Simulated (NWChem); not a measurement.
Molecule: CH5NZn; SMILES [Zn]([NH2])[CH3]

```xyz
8

Zn     0.0001     0.0252    -0.0104
C     -0.0001    -1.9086     0.0271
H      0.8850    -2.3186    -0.4853
H     -0.8908    -2.3181    -0.4760
H      0.0052    -2.2921     1.0600
N     -0.0001     1.8459     0.0788
H     -0.8184     2.3517    -0.2504
H      0.8180     2.3520    -0.2503
```
Atoms are numbered in this order, from 1.

Program: NWChem. Medium grid unless said otherwise, to which SCAN and Minnesota functionals are sensitive. The geometry was optimised at PBE0/def2-SVP. Hybrids' shares of exact exchange are those that their runs print; pure functionals count as 0. The functionals differ in more than this share.

| row | share of exact exchange | orbital gap (eV) |
|---|---|---|
| PBE/def2-SVP | 0.00 | 4.19 |
| KT2/def2-SVP | 0.00 | 4.21 |
| B3LYP/def2-SVP | 0.20 | withheld |
| PBE0/def2-SVP | 0.25 | 6.38 |
| M05-2X/def2-SVP | 0.56 | 8.75 |

### Question
Fit a straight line of the last column on the one before it, predict the withheld value, and compare with the run.

### Answer

1. Means of the 4 shown rows: x = 0.203, y = 5.883. Slope Σ(x − x̄)(y − ȳ)/Σ(x − x̄)² = 1.730/0.2121 = 8.158; intercept 4.231.
2. The shown rows scatter about the line by 0.064 (root mean square); the largest residual is +0.11, at PBE0/def2-SVP.
3. At x = 0.20 (B3LYP/def2-SVP; inside the shown range) the line gives 5.86.
4. The run gives 5.78, -0.08 from the line, 1.2 times the scatter.
